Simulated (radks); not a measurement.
Q: The mean radii <r> (bohr) of the occupied orbitals of an atom or ion are listed with their occupations. Method: scalar-relativistic Kohn-Sham, PBE, spin-polarised, spherical densities, finite nucleus; Fermi nuclear charge, rms radius of each element as measured or else 0.836 A^(1/3) + 0.57 fm; computed with a radial shooting solver on a logarithmic mesh with Libxc functionals.

orbital  occ.      <r>
1s          2  0.03040
2s          2   0.1317
2p          6   0.1149
3s          2   0.3583
3p          6   0.3571
3d         10   0.3347
4s          2   0.8791
4p          6   0.9602
4d         10    1.289
5s          2    2.899

Name the element and its charge. Open shells, if any, are filled with parallel spins first.

A: Z = 48, cadmium, charge 0: Cd in [Kr] 4d10 5s2. The 1s radius gives Z: for a bare nucleus <r> = (2 gamma + 1)/(2Z) with gamma = sqrt(1 - (Z/c)^2), 0.02993 bohr for Z = 48, and screening makes it slightly larger (0.03040 here). The occupations add up to 48, and the charge is Z minus that.
